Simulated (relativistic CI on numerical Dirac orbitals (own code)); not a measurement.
Ir49+: q coefficients and field-shift factors

Method of calculation: Dirac-Coulomb-Breit CI, separate exchange-only KLI orbitals for each configuration, derivatives by finite differences, unscaled Slater integrals, QED left out (own radial code, finite nucleus).

Configuration list (outside the closed core [Ne] 3s2): 3p6 3d10, 3p6 3d9 4s, 3p6 3d9 4p, 3p6 3d9 4d, 3p5 3d10 4s, 3p6 3d9 4f, 3p5 3d10 4p, 3p6 3d8 4s2. Levels of other configurations are missing.

With x = (α/α₀)² − 1 an excitation energy changes as ω = ω₀ + qx; K = 2q/ω₀ is the relative enhancement. Terms are leading LS components, so labels can repeat. The field-shift factor is F = δν/δ⟨r²⟩ for the transition from the lowest level.

Lowest level 3p6 3d10 1S_0.

| Level | ω₀ (cm⁻¹) | q (cm⁻¹) | K | F (GHz/fm²) |
| --- | --- | --- | --- | --- |
| 3p6 3d9 4s 3D_3 | 14000196 | -1.965e+06 | -0.281 | 3380 |
| 3p6 3d9 4s 1D_2 | 14016505 | -1.962e+06 | -0.28 | 3370 |
| 3p6 3d9 4s 3D_1 | 14649597 | -1.307e+06 | -0.178 | 3400 |
| 3p6 3d9 4s 3D_2 | 14659903 | -1.307e+06 | -0.178 | 3390 |
| 3p6 3d9 4p 3P°_2 | 14851539 | -1.804e+06 | -0.243 | 405 |
| 3p6 3d9 4p 3F°_3 | 14862248 | -1.806e+06 | -0.243 | 401 |
| 3p6 3d9 4p 3F°_2 | 15501533 | -1.15e+06 | -0.148 | 421 |
| 3p6 3d9 4p 3D°_1 | 15530429 | -1.142e+06 | -0.147 | 421 |
| 3p6 3d9 4p 3F°_4 | 15875824 | -535000 | -0.0674 | 187 |
| 3p6 3d9 4p 1D°_2 | 15890878 | -536700 | -0.0676 | 193 |
| 3p6 3d9 4p 1P°_1 | 15900590 | -534400 | -0.0672 | 196 |
| 3p6 3d9 4p 3D°_3 | 15918832 | -532500 | -0.0669 | 187 |
| 3p6 3d9 4p 3P°_0 | 16495975 | 127500 | 0.0155 | 210 |
| 3p6 3d9 4p 3P°_1 | 16533979 | 122500 | 0.0148 | 210 |
| 3p6 3d9 4p 3F°_3 | 16537127 | 123100 | 0.0149 | 207 |
| 3p6 3d9 4p 3D°_2 | 16559390 | 123400 | 0.0149 | 209 |
| 3p6 3d9 4d 3P_1 | 17110254 | -468500 | -0.0548 | 201 |
| 3p6 3d9 4d 3G_4 | 17152414 | -472500 | -0.0551 | 199 |
| 3p6 3d9 4d 3D_2 | 17164185 | -470200 | -0.0548 | 200 |
| 3p6 3d9 4d 3F_3 | 17184585 | -468900 | -0.0546 | 199 |
| 3p6 3d9 4d 1P_1 | 17344389 | -247000 | -0.0285 | 206 |
| 3p6 3d9 4d 3G_5 | 17359073 | -246100 | -0.0283 | 206 |
| 3p6 3d9 4d 3D_3 | 17392875 | -243000 | -0.0279 | 206 |

At this charge energies of transitions that change n are usually good to better than 1 %, and those within a shell (Δn = 0) to a few per cent.
